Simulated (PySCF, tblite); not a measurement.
C5H12S2Si.
Structure used (GFN2-xTB), in Å, numbered top down from 1:
```xyz
20
C5H12S2Si angstrom
C      3.3953   -0.1371    0.6119
S      2.2510    1.2212    0.9947
Si     0.5774    0.5798   -0.1925
C     -0.2026   -1.0088    0.5121
C     -1.5645   -1.2958   -0.1174
C     -2.5463   -0.1510    0.0731
S     -2.1946    1.2893   -0.9820
C     -0.7266    1.9461   -0.1343
H      3.5892   -0.1540   -0.4554
H      4.3139    0.0603    1.1535
H      2.9670   -1.0784    0.9381
H      1.0267    0.3805   -1.5735
H     -0.3269   -0.9113    1.5950
H      0.4470   -1.8711    0.3497
H     -1.9927   -2.1964    0.3327
H     -1.4472   -1.4820   -1.1866
H     -2.5622    0.1937    1.1080
H     -3.5521   -0.4577   -0.2136
H     -0.4371    2.8325   -0.6914
H     -1.0199    2.2508    0.8686
```

Level of theory: PBE0/pcSseg-1 in PySCF (dipole) on a GFN2-xTB geometry, gas phase.

Take the most abundant isotopes and a rigid rotor. The values belong to one conformer with, in the numbering `[CH3:1][S:2][Si@H:3]1[CH2:4][CH2:5][CH2:6][S:7][CH2:8]1`, C1–S2–Si3–C4 68°, S2–Si3–C4–C5 167°, Si3–C4–C5–C6 -58°, C4–C5–C6–S7 74°, C5–C6–S7–C8 -73°.

(1) Give the principal moments of inertia and the rotational constants in GHz.

(2) Classify the top.

(3) What does the inertial defect say?

(4) Give the other two planar moments, Paa and Pbb, and the rms extents of the mass along the axes.

(5) List the rotational levels J(Ka,Kc) to J = 2 (K).

(6) Which lines would a microwave search look for?

Results:

(1) Ia = 207.32, Ib = 725.16, Ic = 864.56 u·Å²; 505379 MHz·u·Å²/I gives 2438, 696.9 and 584.5 MHz, that is A = 2.4376, B = 0.6969, C = 0.5845 GHz.

(2) An asymmetric top; Ray's κ = -0.879.

(3) Not planar: Δ = Ic − Ia − Ib = -67.92 u·Å². For a rigid frame Δ = −2 Σ m c², so Σ m c² = 33.96 u·Å² lies off the ab plane: 13.76 from hydrogen and 20.20 from heavier atoms. The atom farthest from that plane is 1.84 Å away.

(4) Paa = Σ m a² = (Ib + Ic − Ia)/2 = 691.20 and Pbb = Σ m b² = (Ia + Ic − Ib)/2 = 173.36 u·Å². With the mass M = 164.01 u, the rms extents √(P/M) along a, b and c are 2.05, 1.03, 0.46 Å.

(5) Above 0(0,0), as E/k:
J = 1: 1(0,1) 0.062, 1(1,1) 0.145, 1(1,0) 0.150
J = 2: 2(0,2) 0.184, 2(1,2) 0.263, 2(1,1) 0.279, 2(2,1) 0.529, 2(2,0) 0.530

(6) The dipole components are |μa| = 0.33 D, |μb| = 2.33 D, |μc| = 0.12 D. Intensities carry the squares of the components, which stand as 0.02 : 1.00 : 0.00 (a : b : c). Some lines, for components of 0.1 D or more:

```
type  branch         J(Ka,Kc)    MHz  lower level (cm⁻¹)
   c       Q  4(1,4) ← 4(0,4)   1300               0.425
   c       Q  3(1,3) ← 3(0,3)   1483               0.256
   c       Q  4(2,3) ← 4(1,3)   4839               0.506
   a       R  4(1,3) ← 3(1,2)   5340               0.328
   a       R  5(4,2) ← 4(4,1)   6419               1.387
   a       R  5(1,4) ← 4(1,3)   6664               0.506
   c       Q  5(3,3) ← 5(2,3)   8850               0.886
   b       Q  4(3,2) ← 4(2,3)   9002               0.667
   c       R  4(2,2) ← 3(1,2)  10257               0.328
   b       Q  5(4,2) ← 5(3,3)  12564               1.182
   b       Q  4(4,0) ← 4(3,1)  12568               0.967
   c       R  4(3,2) ← 3(2,2)  14124               0.496
   b       R  4(3,1) ← 3(2,2)  14125               0.496
   c       R  5(4,1) ← 4(3,1)  18987               0.967
```

Its GFN2-xTB frequencies are all real (lowest 41 cm⁻¹). Constants of a rigid frame at the computed geometry: no zero-point averaging, no centrifugal distortion. A rigid rotor knows nothing of internal rotation, which can split or shift real lines.

On one thread of an Arm Neoverse N1, no GPU, shared host, this took 1.7 min (grids of density and orbitals included) and 0.94 GiB of memory at its peak. This is the PBE0/pcSseg-1 job that gave the dipole, with the shieldings it also computed.
